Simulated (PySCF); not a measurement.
Adding and removing an electron: CdF

UHF-MP2; PySCF, scalar-relativistic core potentials, basis sets Cd def2-SVPD with ECP28, F def2-SVPD. Neutral (UHF): doublet (σ ↑), Re = 2.006 Å, ωe = 526 cm⁻¹, De = 2.94 eV.

CdF⁻ (RHF): singlet (closed shell), Re = 2.193 Å, ωe = 332 cm⁻¹, De = 1.27 eV to Cd + F⁻. The energies at the minima are -266.76256 hartree for CdF and -266.83340 for CdF⁻.

Work out the adiabatic electron affinity, without and with harmonic zero-point energies (1 hartree = 27.2114 eV, 1 eV = 8065.5 cm⁻¹), and the change of the bond length.

At MP2: 0.07084 hartree = 1.928 eV between the minima; the zero-point term (526.0 − 332.0)/2 cm⁻¹ = +0.012 eV makes it 1.940 eV. Re changes by +18.7 pm against the neutral. The electron enters a σ orbital, and the longer bond of the ion fits an antibonding orbital, or a change in how ionic the bond is.

Correlated steps freeze 1 core orbital. Correlated levels converge slowly with the basis: in double zeta they bind strong bonds too weakly, by up to about 1 eV, and carry superposition errors of some tenths. For an ion De counts to the pair picked by the measured ionisation energies or electron affinities, which need not be the lowest pair at this level. States were picked by a PBE0 search and need not be the measured ground states.

Neutral and ion stand on different kinds of reference determinant, which adds to the error of the difference.
